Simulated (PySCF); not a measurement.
## Cs₂ at PBE0

Level: PBE0. Cs def2-SVP with ECP46; scalar-relativistic core potentials (PySCF 2.14).

For Cs₂, the state is ¹Σg⁺ (singlet), closed shell. The bond length is 4.769 Å. The harmonic wavenumber is 40.5 cm⁻¹. The force constant is 0.0641 mdyn/Å, the rotational constant Be is 0.01115 cm⁻¹ and the anharmonicity ωexe is 0.0526 cm⁻¹. The vibration–rotation constant αe is 1.75e-05 cm⁻¹ and the well depth De to Cs + Cs is 39 kJ/mol. The dissociation energy D0 is 38 kJ/mol and the HOMO–LUMO gap is 1.44 eV. The bond order (Mayer) is 1.00.

Closed-shell solutions of metal pairs were not tested for spin polarisation, which can lower them a little. The bond is weak. Basis-set superposition, not corrected here, can be much of De in a small basis, most of all at correlated wavefunction levels. Functionals without a dispersion term scatter widely for such bonds, and LDA overbinds them. Spin–orbit coupling is left out.
